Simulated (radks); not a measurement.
The mean radii <r> (bohr) of the occupied orbitals of an atom or ion are listed with their occupations. Method: Dirac Kohn-Sham, LDA (Slater exchange, Perdew-Wang correlation), spin-unpolarised, spherical densities, finite nucleus; Fermi nuclear charge, rms radius of each element as measured or else 0.836 A^(1/3) + 0.57 fm; computed with a radial shooting solver on a logarithmic mesh with Libxc functionals.

| orbital | occ. | <r> |
|---|---|---|
| 1s1/2 | 2 | 0.01934 |
| 2s1/2 | 2 | 0.08130 |
| 2p1/2 | 2 | 0.06743 |
| 2p3/2 | 4 | 0.07504 |
| 3s1/2 | 2 | 0.2124 |
| 3p1/2 | 2 | 0.2021 |
| 3p3/2 | 4 | 0.2164 |
| 3d3/2 | 4 | 0.1899 |
| 3d5/2 | 6 | 0.1943 |
| 4s1/2 | 2 | 0.4782 |
| 4p1/2 | 2 | 0.4851 |
| 4p3/2 | 4 | 0.5181 |
| 4d3/2 | 4 | 0.5412 |
| 4d5/2 | 6 | 0.5528 |
| 5s1/2 | 2 | 1.168 |
| 5p1/2 | 2 | 1.305 |
| 5p3/2 | 4 | 1.413 |
| 4f5/2 | 6 | 0.7114 |
| 4f7/2 | 8 | 0.7263 |
| 6s1/2 | 1 | 3.033 |

Name the element and its charge. Open shells, if any, fill j = l - 1/2 first.

Answer. Z = 71, lutetium, charge +2: Lu2+ in [Xe] 4f14 6s1. The 1s radius gives Z: for a bare nucleus <r> = (2 gamma + 1)/(2Z) with gamma = sqrt(1 - (Z/c)^2), 0.01909 bohr for Z = 71, and screening makes it slightly larger (0.01934 here). The occupations add up to 69, and the charge is Z minus that.
